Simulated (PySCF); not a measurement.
C3H2FIO.
Atom-mapped SMILES: `[O:1]=[CH:2]/[C:3]([I:4])=[CH:5]\[F:6]` (hydrogens: H7 on C2; H8 on C5)

Method: PySCF 2.14.0, PBE0-D3(BJ)/def2-SVP geometry optimisation, gas phase, def2 core potentials past Kr; density fitting, grid level 1; the optimiser is geomeTRIC in internal coordinates, started from a GFN2-xTB structure with every atom displaced at random (about 0.01 Å).

Step 1: E = -15992.9283 eV
```
atom  x, y, z in Å  |  force x, y, z in eV/Å
O1     -2.2276    0.6288    0.2899    0.720  -0.297   0.134
C2     -1.2050   -0.0133    0.3834   -0.722   0.372  -0.148
C3      0.1205    0.4215   -0.1029   -0.107  -0.071  -0.037
I4      0.3502    2.3945   -0.7519   -0.025  -0.095   0.023
C5      1.1310   -0.4560   -0.2171    0.004   0.134  -0.016
F6      1.0014   -1.7146    0.1565    0.041  -0.081   0.040
H7     -1.2008   -1.0344    0.8331    0.011   0.021  -0.018
H8      2.1133   -0.2269   -0.6359    0.077   0.016   0.023
```

Step 2: E = -15992.9350 eV
```
atom  x, y, z in Å  |  force x, y, z in eV/Å
O1     -2.1844    0.7035    0.3224   -0.028  -0.284   0.118
C2     -1.2205   -0.0175    0.3705   -0.069   0.403   0.037
C3      0.1097    0.3897   -0.1226    0.014  -0.364  -0.027
I4      0.3040    2.3648   -0.7490    0.091   0.071  -0.075
C5      1.1393   -0.4680   -0.2235    0.211   0.155   0.023
F6      1.0676   -1.7290    0.1627   -0.170   0.050   0.017
H7     -1.2572   -1.0397    0.8144   -0.044  -0.046  -0.089
H8      2.1245   -0.2043   -0.6199   -0.005   0.016  -0.003
```

Q: Estimate the geometry and energy of step 3. (The exact step hangs on the optimiser's Hessian estimate; all steps are aligned on step 2, rigid shifts and turns removed.)

A: E = -15992.9424 eV, largest force 0.573 eV/Å
```
atom  x, y, z in Å  |  force x, y, z in eV/Å
O1     -2.1959    0.6920    0.4032   -0.135   0.295  -0.111
C2     -1.2243   -0.0084    0.3591    0.253  -0.421   0.295
C3      0.1056    0.3840   -0.1501   -0.053   0.178  -0.153
I4      0.3160    2.3560   -0.7744    0.060   0.188  -0.107
C5      1.1473   -0.4605   -0.2282   -0.163  -0.038   0.236
F6      1.0374   -1.7091    0.1903    0.122  -0.058  -0.085
H7     -1.2493   -1.0504    0.7537    0.003  -0.109  -0.075
H8      2.1463   -0.2040   -0.5985   -0.086  -0.036   0.000
```

The energy changes by -0.0075 eV. The first-order estimate −F·Δx gives -0.0365 eV and the mean of the old and new forces, exact on a quadratic surface, -0.0083 eV. The step makes an angle of 66° with the force vector and moves no atom by more than 0.082 Å.

The cost below is that of the whole optimisation. Time: 46 s wall; peak memory 0.45 GiB. Hardware: one thread, Arm Neoverse V2 (aarch64), shared host with 192 logical CPUs at a one-minute load of 46.
